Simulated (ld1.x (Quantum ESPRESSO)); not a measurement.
# Ranking PAW potentials for helium

All share these settings but for the change named:

ld1.x (Quantum ESPRESSO) 7.5 input, shortened:

```
&input
   title='He', zed=2., rel=1, dft='PZ', iswitch=3,
   config='[He] 2p-2'
 /
 &inputp
   pseudotype=3, lpaw=.true., tm=.true., lloc=-1, rcloc=0.45,
   nlcc=.false.,
   which_augfun='BG', rmatch_augfun=0.35
 /
3
1S  1  0   2.00   0.00  0.35  0.50  0.0
1S  1  0   0.00   3.90  0.35  0.50  0.0
2P  2  1  -2.00   0.05  0.40  0.50  0.0
 &test
   configts(1)='1s2'
 /
```

Test errors are all-electron minus pseudo excitation energies from the reference, over 1s1; 1s1.5. None of these files shows a bound ghost.

The base gives 0.5 meV.

Of 8 variants that were run, those that failed, showed a ghost or another fault, or gave nearly equal values are left out.

A variant can come out equal or close to the base, since the largest error may sit in a test that the change hardly touches while other tests move.

Problem. Rank these variants by their largest absolute test error, smallest first.
A. all radii scaled by about 1.24 (s 0.62, p 0.62 bohr, rcut 0.44/0.50); local potential all-electron potential smoothed inside 0.56 bohr (lloc = -1); augmentation BG, radius 0.44 bohr
B. type TM; waves now 1s (bound): rc 0.50 bohr; 2p channel at 0.05 Ry: rc 0.50 bohr; local potential the p channel
C. augmentation BESSEL, radius 0.35 bohr
D. waves 1s (bound): rcut 0.35, rcutus 0.42 bohr; 1s channel at 3.9 Ry: rcut 0.35, rcutus 0.42 bohr

Solution. A (0.3 meV), C (0.5 meV), D (0.6 meV), B (1.8 meV).
